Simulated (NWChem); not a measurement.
# thionyl fluoride (SOF₂); SMILES O=S(F)F

Program: NWChem. All runs use the structure optimised with PBE0/def2-SVP. Level: PBE0/def2-SVP with SMD (1 M gas to 1 M solution), gas-phase geometry.

| solvent | dielectric constant | solvation free energy (kcal/mol) | cavity-dispersion-structure term (kcal/mol) | dipole in solution (D) |
|---|---|---|---|---|
| water | 78.4 | -1.0 | 1.7 | 2.16 |
| toluene | 2.37 | -1.9 | -0.8 | 1.97 |
| 1-propanol | 20.5 | -1.6 | [?] | 2.13 |
| dichloromethane | 8.93 | -2.0 | -0.2 | 2.05 |

Task: Complete the blanks.

Result: 
- 1-propanol, cavity-dispersion-structure term (kcal/mol): 0.9
